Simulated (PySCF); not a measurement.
An unknown gives this computed stick spectrum. Method: TDDFT wB97X-D/def2-SVPD, vertical, gas phase, core orbitals frozen in the response (PySCF). Geometries: PBE0-D3(BJ)/def2-SVP, one conformer each.

```csv
state,E (eV),f,"main configurations (H = HOMO, L = LUMO)"
S1,6.00,0.024,"H→L (72%), H→L+3 (12%), H→L+1 (8%)"
S2,6.51,0.368,"H→L+1 (56%), H→L+2 (35%)"
S3,6.68,0.013,"H→L+3 (67%), H→L (11%)"
S4,7.13,0.0013,"H→L+2 (54%), H→L+1 (26%)"
S5,7.34,0.051,"H→L+5 (72%), H→L+3 (12%)"
S6,7.47,0.0051,H→L+4 (72%)
S7,7.83,0.038,"H→L+6 (44%), H→L+9 (22%)"
S8,8.11,0.0071,"H→L+9 (36%), H→L+6 (22%)"
S9,8.13,0.021,"H→L+8 (28%), H→L+9 (18%), H→L+7 (10%)"
S10,8.20,0.0017,"H-1→L+1 (43%), H-1→L+2 (17%), H→L+7 (9%)"
```

Triplets computed (Tamm–Dancoff): 4.09, 6.01, 6.57, 7.06 eV.

Problem. Which candidate is it? All have the formula C6H13BO2.
A. `C=C(CC)B(OC)OC`
B. `C/C=C/CB(OC)OC`
C. `COBC1(OC)CCC1`
D. `CC(C)=C(C)CB(O)O`

Solution. D. Its S1 lies at 6.00 eV; the nearest of the others has S1 at 5.60 eV. S1 is HOMO→LUMO (72%), HOMO→LUMO+3 (12%), HOMO→LUMO+1 (8%). Löwdin shares by element: HOMO carbon 72% or more (atoms not listed hold the other 29%); LUMO boron 44%, oxygen 21%, hydrogen 7% or more (atoms not listed hold the other 27%). At the same level the other candidates give, for their lowest levels:
- `COBC1(OC)CCC1`: 5.60 eV (f 0.004); 6.94 eV (f 0.015); 7.17 eV (f 0.001); 7.57 eV (f 0.048); 7.69 eV (f 0.004); T1 5.27 eV; HOMO -8.69, LUMO 1.66 eV
- `C/C=C/CB(OC)OC`: 6.67 eV (f 0.004); 7.10 eV (f 0.480); 7.33 eV (f 0.013); 7.40 eV (f 0.003); 7.54 eV (f 0.038); T1 4.40 eV; HOMO -8.43, LUMO 1.89 eV
- `C=C(CC)B(OC)OC`: 6.59 eV (f 0.214); 6.62 eV (f 0.092); 7.32 eV (f 0.047); 7.46 eV (f 0.058); 7.86 eV (f 0.006); T1 4.15 eV; HOMO -9.18, LUMO 1.43 eV

Conformer computed: `[CH3:1][C:2]([CH3:3])=[C:4]([CH3:5])[CH2:6][B:7]([OH:8])[OH:9]`: C2–C4–C6–B7 87°, C4–C6–B7–O8 66°, H–O8–B7–C6 -177°, H–O9–B7–C6 -3°.
